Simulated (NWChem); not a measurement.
# Extrapolating the MP2 correlation energy of BeF2

```
Be
F 1 1.3865
F 1 1.3865 2 180.00
```
Charge 0, spin multiplicity 1.

Program: NWChem. The geometry was optimised at B3LYP/def2-SVP, a minimum by its harmonic frequencies.

The correlated methods keep 3 core orbitals frozen. The structure started from a generated list of species.

Worked example. The MP2 correlation energy is -555.09 mHa in cc-pVTZ and -606.17 mHa in cc-pVQZ. The form E(X) = E∞ + A/X³ turns the pair into an estimate of the basis-set limit.

E∞ = (4³·(-606.17) − 3³·(-555.09))/(4³ − 3³) = -643.5 mHa. The larger basis holds 94 % of that, at about 6 times the processor time of the smaller one. This is a two-point estimate.
